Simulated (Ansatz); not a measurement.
Relaxation of CH2BO2 (6 atoms, charge -1, multiplicity 1), to a largest force component of 0.02 eV/Å in at most 50 steps.

Level of theory: RKS PBE-D4/def2-mTZVP in Ansatz.

```xyz
6
Properties=species:S:1:pos:R:3
O -0.629 0.851 -1.012
C -0.733 -0.124 0.147
B 0.590 -0.149 0.891
O 0.490 -1.140 0.005
H -1.182 0.458 -1.694
H 1.464 0.104 1.663
```

Q: Where does it end, and by what steps?

A: The run converged. Limits of this set-up: an anion without diffuse functions, the dipole of an ion depends on the origin. After 12 steps the energy has fallen by 0.580 eV; O4 moved furthest, 0.70 Å. Parted: C2–O4.

```
step  energy less start (eV)  largest force component (eV/Å)  accepted
   0                  0.0000                           1.246       yes
   1                 -0.0809                           1.073       yes
   2                 -0.2001                           0.755       yes
   3                 -0.3689                           1.392       yes
   4                 -0.4469                           1.964       yes
   5                 -0.5305                           1.391       yes
   6                 -0.5225                           0.701        no
   7                 -0.5663                           0.563       yes
   8                 -0.5728                           0.327       yes
   9                 -0.5784                           0.219       yes
  10                 -0.5795                           0.033       yes
  11                 -0.5795                           0.033       yes
  12                 -0.5796                           0.008       yes
```

```xyz
6
Properties=species:S:1:pos:R:3
O -0.561 0.745 -1.109
C -0.756 0.073 0.061
B 0.610 -0.383 0.708
O 0.952 -1.580 0.292
H -1.436 0.840 -1.543
H 1.192 0.304 1.590
```

Whether the end is a true minimum wasn't checked by a vibrational analysis.

Run time: 12 s on 2 threads of Arm Neoverse V2, with other jobs on the host, peak memory 0.14 GiB.
